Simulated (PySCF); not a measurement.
**Calculated properties of `F[Si-2](F)(F)(F)(F)F`**

Species: SiF6 (charge -2).
Numbering: `[F:1][Si-2:2]([F:3])([F:4])([F:5])([F:6])[F:7]`

**GFN2-xTB geometry**

```yaml
Point_group_of_the_GFN2-xTB_geometry: Oh
Rotational_constants_A_B_C_of_the_GFN2-xTB_geometry: 2.275, 2.275, 2.275 GHz
```

From PBE0/pcSseg-1 ground state and GIAO shieldings, non-relativistic (PySCF):

```yaml
HOMO_energy: 1.41 eV
LUMO_energy: 14.38 eV
HOMO–LUMO_gap: 12.97 eV
Lowest_Hirshfeld_atomic_charge: -0.38 e on F1/F3/F4/F5/F6/F7
Highest_Hirshfeld_atomic_charge: +0.30 e on Si2
Isotropic_shieldings_of_nuclei_other_than_C_and_H_by_class: 336 (F1/F3/F4/F5/F6/F7), 529 (Si2) ppm
Mayer_bond_orders_between_heavy_atoms: F1–Si2 0.69, Si2–F3 0.69, Si2–F4 0.69, Si2–F5 0.69, Si2–F6 0.69, Si2–F7 0.69
```

Monoisotopic mass to charge of the ion (most abundant isotopes, electron mass counted): 70.9842.

The rotational constants are those of a spherical top. With B = h/(8π²I), that is 505.379 GHz u Å² over I, the principal moments of inertia are 222.1, 222.1 and 222.2 u Å² (most abundant isotopes); the inertial defect Ic − Ia − Ib is -222.0 u Å² (zero for a rigid planar frame, negative otherwise).

Whether so highly charged an anion holds all its electrons in the gas phase wasn't checked; a finite basis holds them in any case. No counter-ion or solvent screens the charge of this multiply charged ion. The HOMO energy is positive, so at this level the finite basis confines the outermost electrons. No diffuse functions stand in pcSseg-1, which bears on an anion's orbital energies.

For the NMR shielding job (PBE0/pcSseg-1), time: 9.1 s. Hardware: one thread of an x86-64 server, shared host.
